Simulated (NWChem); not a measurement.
GeSiH5Cl; SMILES [SiH3][GeH2][Cl]

```xyz
8

Si     0.5737    -1.9304     0.0013
Ge    -0.6630     0.1208     0.0027
Cl     0.7667     1.7624    -0.0029
H      0.2336    -2.7228     1.2214
H      0.2214    -2.7284    -1.2117
H      2.0311    -1.6140    -0.0068
H     -1.5287     0.3079     1.2622
H     -1.5359     0.3054    -1.2522
```
Atoms are numbered in this order, from 1.

This is a stationary point of PBE0/def2-SVP (NWChem), point group Cs. 

Task: Is it a minimum? If not, what does it relax to?

Result: No. It has an imaginary frequency of 97i cm⁻¹. Following that mode (on a finer grid) lowers the energy by 1.0 kcal/mol and ends, with real frequencies alone, at point group Cs:
```xyz
8

Si     0.5825    -1.9252     0.0125
Ge    -0.6544     0.1107     0.0692
Cl     0.6964     1.6528    -0.6684
H     -0.2707    -3.0497     0.5053
H      1.0050    -2.1977    -1.3924
H      1.7831    -1.7886     0.8879
H     -1.0779     0.5393     1.4856
H     -1.8793     0.1179    -0.8629
```
